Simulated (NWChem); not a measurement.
# Basis-set convergence for BrClSi

```xyz
3

Si    -1.0998    -0.5154     0.0000
Cl     0.2180    -2.1640     0.0000
Br     0.3341     1.2572     0.0000
```
Charge 0, spin multiplicity 1.

All runs are NWChem calculations. All single points use one geometry, from PBE/def2-SVP, a minimum by its harmonic frequencies.

Quantity: dipole moment at the level B3LYP.

The Hamiltonian is non-relativistic. B3LYP has NWChem's definition, with VWN1-RPA local correlation. The Pople sets run with spherical d functions. The structure started from a generated list of species.

| basis | functions | dipole moment (D) |
|---|---|---|
| 3-21G | 48 | … |
| 6-31G* | 68 | … |
| def2-SVP | 68 | 1.05 |
| aug-pcseg-1 | 90 | … |
| def2-SVPD | 92 | 1.14 |
| cc-pVTZ | 111 | 1.17 |
| def2-TZVP | 122 | 1.15 |
| def2-TZVPP | 132 | 1.16 |
| def2-TZVPD | 146 | 1.14 |
| def2-QZVP | 215 | 1.15 |

### Question
Fill in the missing entries.

### Answer

- 3-21G, dipole moment (D): 1.60
- 6-31G*, dipole moment (D): 1.35
- aug-pcseg-1, dipole moment (D): 1.13
